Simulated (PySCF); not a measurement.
Removing an electron from `C=C(C)[C@H]1C[SiH2]O[SiH2]1`

C₅H₁₂OSi₂.
Z-matrix (Å and degrees, PBE0-D3(BJ)/def2-SVP geometry), rows numbered from 1:
```
C 
C   1  1.3406
C   2  1.5008  1  121.40
C   2  1.5052  1  123.69  3  -179.01
C   4  1.5458  2  115.72  1   -19.29
Si  5  1.8990  4  109.26  2    88.17
O   6  1.6800  5   99.87  4    23.88
Si  7  1.6755  6  115.64  5    -4.19
H   1  1.0918  2  122.51  3  -178.92
H   1  1.0929  2  120.79  3     0.99
H   3  1.1032  2  110.49  1   117.69
H   3  1.1032  2  111.32  1  -124.09
H   3  1.0984  2  111.87  1    -3.11
H   4  1.1042  2  108.34  1  -143.58
H   5  1.1033  4  109.18  2  -155.88
H   5  1.1025  4  111.19  2   -38.66
H   6  1.4922  5  115.18  4   -94.53
H   6  1.4927  5  112.42  4   140.77
H   8  1.4897  4  113.59  2    21.52
H   8  1.4954  4  112.13  2   146.00
```

Level: B3LYP/def2-SVPD (PySCF). Frontier orbitals with their largest atomic shares (Löwdin; up to four atoms above 4 %):

```
orbital  ε (eV)                            main atoms
 HOMO−3   -8.75    C4 20 %, O7 17 %, C5 11 %, C2 10 %
 HOMO−2   -8.32  C5 22 %, Si6 19 %, H18 12 %, O7 10 %
 HOMO−1   -8.19  O7 32 %, Si6 13 %, H17 11 %, Si8 9 %
   HOMO   -6.77                                     ?
   LUMO   -0.10  Si8 21 %, Si6 15 %, O7 12 %, H20 7 %
 LUMO+1   -0.06     C2 24 %, C1 23 %, Si6 6 %, H9 6 %
 LUMO+2    0.19    Si8 15 %, Si6 10 %, C3 9 %, C5 7 %
```

Task: What vertical ionisation energy does ΔSCF give, and how far is −ε(HOMO) from it?

Result: ΔSCF: 8.76 eV (845 kJ/mol; threshold wavelength 142 nm); ⟨S²⟩ of the doublet left behind is 0.756, against 0.75 for a pure doublet. −ε(HOMO) is 6.77 eV, 1.99 eV below it. In exact Kohn–Sham theory the two would be equal; B3LYP (global hybrid, 20 % exact exchange) falls short of its own ΔSCF value by 23 %. Holes in the HOMO−1 and HOMO−2 were tried too where these lie within 1.2 eV of the HOMO; the lowest converged state counts.

Task: On which atoms does the HOMO lie?

Result: C1 (terminal =CH2 carbon) 34 %, C2 (fully substituted alkene carbon) 26 %, C4 (sp3 carbon bound to silicon) 11 %, Si8 (oxygen-bound silicon) 6 %, so no atom holds as much as 40 %. The HOMO−1 lies 1.42 eV lower.

Task: What total energies stand behind the ΔSCF value?

Result: E(N) = -851.70456 Eh and E(N − 1) = -851.38264 Eh at the same geometry, 0.32192 Eh apart.

Task: With α = 111.4 au, estimate the like-pair dispersion coefficient by London's formula C6 = (3/4)α²I.

Result: I = 0.3219 Eh, so C6 ≈ 3000 au, a rough estimate.

Task: Shift the occupied levels rigidly so that −ε(HOMO) equals the ΔSCF value. What binding energies result?

Result: The shift is +1.99 eV: HOMO 8.76, HOMO−1 10.18, HOMO−2 10.31, HOMO−3 10.74 eV. A rigid shift is only a rough guide to the deeper ionisations.

One conformer (not necessarily the lowest) at the PBE0-D3(BJ)/def2-SVP geometry, without solvent, vibrations or thermal averaging.
